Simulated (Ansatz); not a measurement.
`[OH][GaH][NH][InH2]`. The species carries charge 0 and has multiplicity 1. In takes the def2 core potential. All single points use the PBE0-D4/def2-TZVP geometry. It is one conformer, not always the lowest.

```xyz
9

O     0.179    0.400    2.732
Ga    0.536   -0.281    1.112
N    -0.484    0.413   -0.223
In   -0.482    0.000   -2.210
H     0.717    0.034    3.435
H     1.631   -1.369    0.906
H    -1.149    1.112    0.085
H    -1.608    0.879   -3.156
H     0.659   -1.188   -2.681
```

What is the dipole moment at B3LYP/def2-TZVPP? (Best estimate.)

Ansatz gave: 0.97 D, with components (0.46, -0.57, -0.64) D in this frame, pointing from negative to positive charge.

And with PBE, r2SCAN, ωB97M-V? (An estimate is asked.)

The calculation gave: PBE 0.77 D, r2SCAN 0.89 D, ωB97M-V 1.07 D.

Give the Mulliken charges with B3LYP, ωB97M-V, PBE in def2-TZVPP. (Estimate.)

Computed: 
| atom | B3LYP | ωB97M-V | PBE |
| --- | --- | --- | --- |
| O1 | -0.42 | -0.42 | -0.38 |
| Ga2 | 0.37 | 0.37 | 0.29 |
| N3 | -0.45 | -0.49 | -0.40 |
| In4 | 0.52 | 0.46 | 0.46 |
| H5 | 0.17 | 0.16 | 0.17 |
| H6 | -0.05 | -0.01 | -0.04 |
| H7 | 0.13 | 0.12 | 0.15 |
| H8 | -0.13 | -0.09 | -0.12 |
| H9 | -0.14 | -0.09 | -0.12 |

B3LYP here is the variant with VWN-RPA as its local correlation; programs differ in this.
